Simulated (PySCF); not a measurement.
C3H6BClO, SMILES C=CB(Cl)OC.

Geometry: ωB97X-D3(BJ)/def2-SVP. The values are those of a single conformer.

All values below come from B3LYP/def2-TZVP run with PySCF.

Gas-phase values at a fixed geometry.

The total energy comes out as -678.39041 hartree and the highest occupied level is -7.90 eV. The lowest empty level comes out as -1.43 eV and the orbital gap is 6.47 eV. The dipole moment is 0.652 e·Å, the quadrupole, principal values (traceless, Buckingham form, about the centre of nuclear charge) is -2.95, -0.60, 3.54 D·Å and the mean static polarisability is 66.6 bohr³ (9.87 Å³). The polarisability, principal values comes out as 48.4, 66.6, 84.7 bohr³.
